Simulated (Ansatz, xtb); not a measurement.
**Two structures of BrFH4Si3**

Structure X is `F[Si@H]([SiH3])[Si]Br`, a singlet and structure Y is a singlet given by its coordinates. Both are isolated molecules in the gas phase, relaxed with PBE0-D3(BJ)/def2-SVP; the shapes shown needn't be the lowest conformers.

X (Å):

```
atom    x (Å)    y (Å)    z (Å)
  Br  -2.4654  -0.5012   0.2204
   F   2.3274  -0.8816   0.2933
  Si   0.7851  -0.3927   0.0161
  Si   0.5334   1.7932   0.8644
  Si  -0.8248  -1.8355   1.0577
   H   0.5692  -0.3929  -1.4670
   H  -0.5529   2.5078   0.1312
   H   1.8198   2.5399   0.7148
   H   0.1791   1.7319   2.3169
```

Y (Å):

```xyz
9

Br   -1.4783    2.0453    0.4959
F     0.8496    1.2499    2.7633
Si   -0.5128    0.3265    2.5840
Si    0.4007   -0.7806    0.5723
Si    0.3905    1.2278   -0.6000
H    -0.5347   -1.7072   -0.1418
H     1.7643   -1.3937    0.6456
H     0.0618    1.3385   -2.0518
H     1.4810    2.1870   -0.2690
```

Close contacts (Å): Br1–Si3 2.87, Br1–Si5 2.32, F2–Si3 1.66, Si3–Si4 2.47, Si4–Si5 2.33, Si4–H6 1.50, Si4–H7 1.50, Si5–H8 1.49, Si5–H9 1.49.

**Question.** Estimate E(Y) − E(X) at the level CCSD(T)/def2-SVP + ΔMP2/def2-TZVPP.

**Answer.** Too close to call at this level: CCSD(T)/def2-SVP + ΔMP2/def2-TZVPP gives E(Y) − E(X) = −0.79 kJ/mol.

How the difference moves with the method:

| level | geometry | E(Y) − E(X) (kJ/mol) | departure from the last row (kJ/mol) | job, with rough time for the two |
| --- | --- | --- | --- | --- |
| PBE0-D3(BJ)/def2-SVP | PBE0-D3(BJ)/def2-SVP | −13.37 | −12.57 | optimisation, 3.2 min |
| HF/def2-SVP | PBE0-D3(BJ)/def2-SVP | +11.01 | +11.81 | part of the CCSD(T) run |
| MP2/def2-SVP | PBE0-D3(BJ)/def2-SVP | −6.67 | −5.87 | part of the CCSD(T) run |
| CCSD(T)/def2-SVP | PBE0-D3(BJ)/def2-SVP | −2.31 | −1.52 | single point |
| CCSD(T)/def2-SVP + ΔMP2/def2-TZVPP | PBE0-D3(BJ)/def2-SVP | −0.79 |  | single point, 65 s |

The largest departure from CCSD(T)/def2-SVP + ΔMP2/def2-TZVPP is that of PBE0-D3(BJ)/def2-SVP, 12.57 kJ/mol. Levels run at GFN2-xTB geometries aren't shown. The last row adds to CCSD(T) the change of the MP2 difference between the two basis sets, here +1.52 kJ/mol.

With harmonic frequencies from PBE0-D3(BJ)/def2-SVP (ideal gas, rigid rotor, one conformer each, 298.15 K, 1 atm): on the last row, ΔE + ΔZPE = −0.84 kJ/mol. A mode under 50 cm⁻¹ makes harmonic enthalpies and free energies unreliable, so none is given.

The correlated steps freeze 25 core orbitals; the filled d shell of Br is correlated, in a basis made for valence electrons. Codes used: Ansatz 0.2.0; the last row on 2 threads of Intel(R) Xeon(R) Platinum 8375C CPU @ 2.90GHz (Ice Lake) on a shared host.
